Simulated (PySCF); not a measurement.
Species: C4H3FNOS (doublet state).
Geometry (GFN2-xTB, Å), atoms numbered from 1 in this order:
```
atom  x, y, z in Å
N1    -2.5545   -0.2703    0.5279
C2    -1.6745   -0.1788   -0.1938
C3    -0.5269   -0.0321   -1.0623
C4     0.4777    0.8937   -0.4230
S5     0.8149    2.3902   -1.0352
O6     1.1239    0.5513    0.6918
C7     1.1417   -0.5330    1.3862
F8     0.4390   -1.6211    1.0562
H9    -0.1018   -1.0226   -1.2576
H10   -0.8503    0.4112   -2.0066
H11    1.7164   -0.5858    2.2904
```

The hyperfine couplings belong to this conformer and change with its torsions.

Identity: `S=C(O[CH]F)CC#N` [radical].

Theory: UKS B3LYP, pcH-1 on C F H N O S, non-relativistic, mean-field spin-orbit, GIAO (PySCF). One conformer (not necessarily the lowest) at the GFN2-xTB geometry, without solvent, vibrations or thermal averaging. A GFN2-xTB geometry isn't a minimum of the functional, and hyperfine couplings can be far from their values at a DFT geometry. The SCF solution wasn't tested for stability.

Question: Give the principal g shifts and their parts.

Answer: 
```csv
Δg (ppt),1,2,3
relativistic mass correction,-0.22,-0.22,-0.22
gauge correction,-0.01,0.04,0.05
orbital Zeeman/spin–orbit,-0.10,4.21,15.02
total,-0.33,4.03,14.85
```

So g = 2.00199, 2.00635, 2.01717 and g_iso = 2.00850; the tensor is rhombic: the two nearest values differ by 29 % of g3 − g1. Axes: g3 points within 6° of the O6–C7 bond.

Question: At 9.651 GHz, how far is the centre of the isotropic spectrum from where a free electron (g = 2.002319) resonates?

Answer: B = hν/(g μB) with μB/h = 13.99624 MHz/mT gives 344.37 mT for the free electron and 343.31 mT at g_iso, 1.06 mT lower.

Question: What effective moment and Curie constant follow for a powder?

Answer: With the mean of g² = 4.0341 and S(S+1) = 0.75: μ_eff = √(⟨g²⟩S(S+1)) = 1.739 μB and χT = 0.12505·⟨g²⟩·S(S+1) = 0.378 cm³ K/mol (cgs; spin-Hamiltonian part alone).

Question: In a frozen sample, at which fields do the three g values resonate at 9.5, 34, 94 and 263 GHz (hyperfine left aside), and which band first spreads them over more than twice a line width of 0.5 mT?

Answer: 
```
band    GHz  B(g3) mT  B(g2) mT  B(g1) mT  spread mT
   X    9.5    336.49    338.30    339.04       2.55
   Q   34.0   1204.27   1210.77   1213.41       9.13
   W   94.0   3329.47   3347.42   3354.71      25.24
   J  263.0   9315.42   9365.66   9386.05      70.63
```

The spread grows in proportion to the frequency. X band is the first where it exceeds 1.0 mT.

Largest spin populations (Mulliken): C7 (+0.74) and S5 (+0.30). The angles at C7 add up to 360.0°, so it is planar; its axial dipolar tensor and the negative coupling of its proton fit spin in a p orbital normal to that plane.

The HOMO–LUMO gaps are 3.53 eV among the α and 3.60 eV among the β orbitals.
